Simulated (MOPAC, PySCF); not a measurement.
BI3, SMILES `IB(I)I`, neutral singlet in the gas phase. 

Cartesian coordinates (Å):
SMILES: IB(I)I
```xyz
4

I     -1.8131    -1.0788     0.1032
B      0.0002     0.0001     0.0000
I     -0.0267     2.1128     0.0003
I      1.8396    -1.0341    -0.1035
```
Charge 0, multiplicity 1.

All levels are single points at this geometry (CAM-B3LYP-D3(BJ)/def2-TZVP); Pople sets use spherical d functions. Orbital energies aren't observables, and empty levels follow the basis.

CAM-B3LYP-D3(BJ)/def2-TZVP in PySCF gives HOMO (eV) = -8.60.

Question: Estimate the HOMO (eV) from each of these levels: PBE-D3(BJ)/def2-TZVP in PySCF; B3LYP/6-31G* (LANL2DZ on I) in PySCF; B3LYP/LANL2DZ in PySCF; BP86/6-31G* (LANL2DZ on I) in PySCF; PBE/6-31G* (LANL2DZ on I) in PySCF; SVWN5/6-31G* (LANL2DZ on I) in PySCF; HF/6-31G* (LANL2DZ on I) in PySCF; PM7 in MOPAC.

Answer: 
```csv
level,HOMO (eV)
PBE-D3(BJ)/def2-TZVP in PySCF,-6.25
B3LYP/6-31G* (LANL2DZ on I) in PySCF,-7.20
B3LYP/LANL2DZ in PySCF,-7.24
BP86/6-31G* (LANL2DZ on I) in PySCF,-6.44
PBE/6-31G* (LANL2DZ on I) in PySCF,-6.33
SVWN5/6-31G* (LANL2DZ on I) in PySCF,-6.38
HF/6-31G* (LANL2DZ on I) in PySCF,-9.88
PM7 in MOPAC,-9.62
```
